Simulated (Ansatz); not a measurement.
CH₈GeSSi, SMILES `C[S][GeH2][SiH3]`. Charge 0, multiplicity 1. The structure was optimised at the PBE0-D4/def2-TZVP level. It is one conformer, not always the lowest.

```xyz
12

C    -0.975    1.904   -0.136
S    -1.779    0.391   -0.730
Ge    0.015   -0.884   -1.032
Si    1.028   -1.372    1.071
H    -0.438    1.734    0.798
H    -1.768    2.628    0.045
H    -0.294    2.309   -0.885
H     0.993   -0.148   -1.973
H    -0.500   -2.156   -1.726
H     0.110   -2.218    1.876
H     1.287   -0.105    1.805
H     2.321   -2.084    0.886
```

Task: What is the dipole moment at B3LYP/def2-TZVPP? (Best estimate.)

Result: The calculation gave: 1.40 D, with components (1.19, 0.60, 0.42) D in this frame, pointing from negative to positive charge.

Task: And with PBE, r2SCAN, ωB97M-V? (Estimate.)

Result: The calculation gave: PBE 1.35 D, r2SCAN 1.46 D, ωB97M-V 1.42 D.

Task: Give the Mulliken charges with B3LYP, ωB97M-V, PBE in def2-TZVPP. (Best estimate.)

Result: Ansatz gave: 
```json
{"atom": "C1", "B3LYP": "-0.29", "ωB97M-V": "-0.36", "PBE": "-0.27"}
{"atom": "S2", "B3LYP": "-0.25", "ωB97M-V": "-0.20", "PBE": "-0.24"}
{"atom": "Ge3", "B3LYP": "0.18", "ωB97M-V": "0.05", "PBE": "0.18"}
{"atom": "Si4", "B3LYP": "0.14", "ωB97M-V": "0.07", "PBE": "0.08"}
{"atom": "H5", "B3LYP": "0.12", "ωB97M-V": "0.14", "PBE": "0.12"}
{"atom": "H6", "B3LYP": "0.12", "ωB97M-V": "0.14", "PBE": "0.12"}
{"atom": "H7", "B3LYP": "0.13", "ωB97M-V": "0.15", "PBE": "0.13"}
{"atom": "H8", "B3LYP": "-0.01", "ωB97M-V": "0.02", "PBE": "-0.01"}
{"atom": "H9", "B3LYP": "0.01", "ωB97M-V": "0.04", "PBE": "0.00"}
{"atom": "H10", "B3LYP": "-0.05", "ωB97M-V": "-0.01", "PBE": "-0.03"}
{"atom": "H11", "B3LYP": "-0.06", "ωB97M-V": "-0.02", "PBE": "-0.04"}
{"atom": "H12", "B3LYP": "-0.05", "ωB97M-V": "-0.01", "PBE": "-0.04"}
```

B3LYP here is the variant with VWN-RPA as its local correlation; programs differ in this.
